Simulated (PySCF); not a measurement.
# [Tl(OH)4]−: one run

[Tl(OH)4]− (singlet). PySCF 2.14.0, RKS PBE0, Tl def2-SVP with ECP60, O def2-SVP, H def2-SVP; non-relativistic Hamiltonian with scalar-relativistic core potentials where named; density fitting; no spin-orbit coupling. Purpose: singlet excitations, Tamm-Dancoff PBE0.

```python
mol = gto.M(atom='''
Tl     0.00000    -0.00000     0.00007
O      1.01791     1.52198     1.16802
H      1.82690     1.06369     1.44067
O     -1.01791    -1.52198     1.16802
H     -1.82690    -1.06369     1.44067
O      1.52198    -1.01796    -1.16784
H      1.06340    -1.82680    -1.44088
O     -1.52198     1.01796    -1.16784
H     -1.06340     1.82680    -1.44088''',
    basis={'Tl': 'def2-SVP', 'O': 'def2-SVP', 'H': 'def2-SVP'},
    ecp={'Tl': 'def2-SVP'},
    charge=-1, spin=0)
mf = dft.RKS(mol, xc='PBE0')
mf.grids.atom_grid = (50, 194)
mf = mf.density_fit()  # fitting sets: Tl def2-universal-JKFIT, O def2-universal-JKFIT, H def2-universal-JKFIT
mf.conv_tol = 1e-08; mf.max_cycle = 55
mf.kernel(dm0)  # dm0: converged density of the relaxed state
td = mf.TDA(); td.nstates = 8; td.kernel()
```

Run from Python with OMP_NUM_THREADS=2; the lines above give its settings. Where DIIS fails, smearing, a level shift and second-order steps follow.
It took 41 s on 2 threads of Arm Neoverse V2, with other jobs on the host, from an already converged density.

Q: Where do the frontier levels lie, over both spins?

A: HOMO -2.50 eV, LUMO 3.11 eV. 

Q: What does the SCF print?

A: 
```
init E= -475.263414216071
cycle= 1 E= -475.264378046681  delta_E= -0.000964  |g|= 0.045  |ddm|= 0.115
cycle= 2 E= -475.263703159792  delta_E= 0.000675  |g|= 0.0743  |ddm|= 0.0921
cycle= 3 E= -475.264774819526  delta_E= -0.00107  |g|= 0.00235  |ddm|= 0.0572
cycle= 4 E= -475.264776133148  delta_E= -1.31e-06  |g|= 0.000509  |ddm|= 0.00455
cycle= 5 E= -475.264776197302  delta_E= -6.42e-08  |g|= 4.6e-05  |ddm|= 0.000656
cycle= 6 E= -475.264776197434  delta_E= -1.32e-10  |g|= 4.05e-05  |ddm|= 6.99e-05
Extra cycle  E= -475.264776196235  delta_E= 1.2e-09  |g|= 8.63e-05  |ddm|= 0.000105
converged SCF energy = -475.264776196235
```

Q: What are the Mulliken charges and spins?

A: 
```tsv
atom	charge (e)	spin (e)
Tl1	0.553	0.000
O2	-0.543	0.000
H3	0.155	0.000
O4	-0.543	0.000
H5	0.155	0.000
O6	-0.543	0.000
H7	0.155	0.000
O8	-0.543	0.000
H9	0.155	0.000
```

Q: Which singlet excitations follow (Tamm-Dancoff, 8 states)?

A: 
| state | eV | oscillator strength |
| --- | --- | --- |
| 1 | 4.24 | 0.0000 |
| 2 | 4.29 | 0.0161 |
| 3 | 4.29 | 0.0162 |
| 4 | 4.50 | 0.0822 |
| 5 | 5.73 | 0.1575 |
| 6 | 5.73 | 0.1576 |
| 7 | 5.85 | 0.0720 |
| 8 | 6.89 | 0.0000 |
For an anion in a basis without diffuse functions, states above the detachment energy aren't bound: they are resonances at best, or continuum confined by the basis.
Functionals without range separation put charge-transfer states too low; the basis has no diffuse functions.

The geometry was relaxed with B3LYP (Tl def2-SVP with ECP60, O def2-SVP, H def2-SVP).
